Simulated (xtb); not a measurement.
CH₅Si (SMILES C[SiH2]), doublet, at a GFN2-xTB geometry, atoms displaced at random by about 0.02 Å a coordinate. Base run: GFN1-xTB in xtb.

Input for xtb:
```
$ xtb mol.xyz --gfn 1 --uhf 1 --opt --json

# file mol.xyz
7

C     -1.21640157    -0.17842996     0.15051777
Si     0.65550708     0.08310127    -0.18403151
H     -1.78759582     0.57666360    -0.41257510
H     -1.44110964    -1.19469775    -0.19318697
H     -1.46133191    -0.09579187     1.21901725
H      1.13855459     1.44124140     0.19233823
H      1.44255976    -0.93940489     0.47919134
```

Variants of this job, named by their change:

| change | ΔE vs base (kcal/mol) | optimiser steps |
|---|---|---|
| base | 0.000 | 6 |
| engine = lbfgs | 0.000 | - |
| engine = inertial | 0.010 | - |
| alpb = toluene | -0.328 | 6 |
| opt level = lax | 0.000 | 6 |
| opt level = sloppy | 0.003 | 5 |
| opt level = tight | 0.000 | 7 |
| opt level = vtight | 0.000 | 8 |
| opt level = loose | 0.003 | 5 |
| opt level = extreme | 0.000 | 9 |
